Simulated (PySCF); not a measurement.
## Working out the ionisation energy of Sb⁺

Sb⁺ [Kr] 4d10 5s2 5p2 (3P) → Sb²⁺ [Kr] 4d10 5s2 5p1 (2P). All numbers are calculated (PySCF 2.14, a scalar-relativistic core potential, in aug-cc-pVTZ-PP with one added diffuse shell each of d, f type with ECP28MDF (6s5p5d3f, 67 functions)). Frozen: 4s2 4p6 4d10. Energies in hartree (1 hartree = 27.21139 eV):

| part | Sb⁺ (lower) | Sb²⁺ (upper) |
| --- | --- | --- |
| UHF | -238.962345 | -238.374163 |
| CCSD correlation | -0.059116 | -0.046026 |
| (T) | -0.001436 | -0.000608 |

Problem. What does Hartree-Fock give?

Solution. (-238.374163) − (-238.962345) = 0.588182 hartree = 16.005 eV.

Problem. What do CCSD and CCSD(T) give?

Solution. The CCSD correlation energies differ by 0.013090 hartree = 0.356 eV and the triples by 0.000828 hartree = 0.023 eV, so CCSD gives 16.361 eV and CCSD(T) 16.384 eV.

Reference: 16.626 ± 0.025 eV (measured; NIST Atomic Spectra Database, ionization energies), between the lowest levels; spin-orbit coupling is absent from the calculation.

What remains against the reference includes basis incompleteness, the frozen core and higher excitations.
